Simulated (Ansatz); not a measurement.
Compare A (`OC([SiH3])O[SiH3]`) with its isomer B (`CO[SiH2][SiH2]O`).

Gas-phase electronic energies from Ansatz, PBE0-D4/def2-TZVP geometries. CCSD(T)/CBS adds triple-zeta CCSD(T) − MP2 to the extrapolated MP2 energy (def2 sets, frozen cores). Functionals use def2-TZVPP. B3LYP here is the variant with VWN-RPA as its local correlation; programs differ in this. One conformer a species, not always the lowest.

Problem. Which isomer does CCSD(T)/CBS put lower? Give the gap. (An estimate is asked.)

Solution. The calculation gave: B, by 151.1 kJ/mol.

Problem. Give E(B) − E(A) in kJ/mol with HF/def2-TZVPP, ωB97M-V, r2SCAN-D4, B3LYP, PBE-D4, CCSD/def2-TZVPP, B2PLYP. (An estimate is asked.)

Solution. The calculation gave: HF/def2-TZVPP -150.1, ωB97M-V -142.2, r2SCAN-D4 -149.6, B3LYP -149.2, PBE-D4 -146.3, CCSD/def2-TZVPP -147.8, B2PLYP -149.5. None reverses the order clearly.

Largest T1 diagnostic: 0.013.

From PBE to PBE0 (25 % exact exchange), in def2-TZVPP and without D4, E(B) − E(A) moves by −4.0 kJ/mol.
